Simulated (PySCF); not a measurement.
B(F)2(OEt) (C2H5BF2O), SMILES CCOB(F)F. Atoms are numbered in the order given.

```xyz
11

B      0.6235    -0.0963     0.7184
F     -0.0843    -1.1796     1.0461
F      1.8400     0.0298     1.2300
O      0.1398     0.8519    -0.0982
C     -1.1484     0.7203    -0.6988
C     -1.0945    -0.1877    -1.9147
H     -1.8693     0.3381     0.0431
H     -1.4604     1.7367    -0.9819
H     -0.8154    -1.2121    -1.6226
H     -2.0787    -0.2284    -2.4070
H     -0.3563     0.1848    -2.6414
```

Coordinates come from a ωB97X-D3(BJ)/def2-SVP optimisation. One conformer was computed; it need not be the lowest.

These are PBE/pcSseg-1 in PySCF values and carry that method's errors.

GIAO shieldings, no solvent; atoms listed in one row are averaged. δ = σ(ref) − σ: ¹¹B against BF3 (σ = 83.9 ppm); ¹⁹F against CFCl3 (σ = 133.6 ppm); ¹⁷O against H2O (σ = 334.3 ppm); ¹³C against TMS (σ = 182.0 ppm); ¹H against TMS (σ = 31.49 ppm), references at their B3LYP-D3(BJ)/def2-TZVP geometries, non-relativistic.

```csv
nucleus,atoms,count,δ (ppm)
¹¹B,B1,1,2.4
¹⁹F,F3,1,-154.7
¹⁹F,F2,1,-158.7
¹⁷O,O4,1,123.2
¹³C,C5,1,67.8
¹³C,C6,1,21.3
¹H,H7,1,4.46
¹H,H8,1,4.16
¹H,"H9, H10, H11",3,1.54
```
